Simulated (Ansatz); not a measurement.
`N[SiH]([AlH2])[SiH3]` and `N[SiH2][SiH3]` differ in one atom or group.

Ansatz, PBE0-D4/def2-TZVP geometries, multiplicity 1. Each molecule was computed in one conformer, which needn't be the lowest.

```csv
property,`N[SiH]([AlH2])[SiH3]`
HOMO–LUMO gap (B3LYP/def2-TZVPP) / eV,4.06
LUMO energy (B3LYP/def2-TZVPP) / eV,-2.23
HOMO energy (PBE0/def2-TZVPP) / eV,-6.48
size of the dipole moment (B3LYP/def2-TZVPP) / D,1.47
HOMO–LUMO gap (PBE0/def2-TZVPP) / eV,4.42
HOMO–LUMO gap (PBE/def2-TZVPP) / eV,2.59
```

(1) Give the same properties after the change, and the shifts. (Best estimate.)

## Answers

(1) Computed: 
```json
{"property": "HOMO–LUMO gap (B3LYP/def2-TZVPP) / eV", "`N[SiH2][SiH3]`": "6.78", "shift": "2.72"}
{"property": "LUMO energy (B3LYP/def2-TZVPP) / eV", "`N[SiH2][SiH3]`": "-0.35", "shift": "1.88"}
{"property": "HOMO energy (PBE0/def2-TZVPP) / eV", "`N[SiH2][SiH3]`": "-7.34", "shift": "-0.86"}
{"property": "size of the dipole moment (B3LYP/def2-TZVPP) / D", "`N[SiH2][SiH3]`": "1.45", "shift": "-0.02"}
{"property": "HOMO–LUMO gap (PBE0/def2-TZVPP) / eV", "`N[SiH2][SiH3]`": "7.21", "shift": "2.79"}
{"property": "HOMO–LUMO gap (PBE/def2-TZVPP) / eV", "`N[SiH2][SiH3]`": "5.03", "shift": "2.44"}
```

With PBE0 the HOMO falls by 0.86 eV and the LUMO rises by 1.93 eV, so the gap widens by about 2.79 eV. PBE moves the HOMO by -0.63 eV and ωB97M-V by -1.12 eV. Dipoles are sizes alone; their direction can turn.

B3LYP here is the variant with VWN-RPA as its local correlation; programs differ in this.
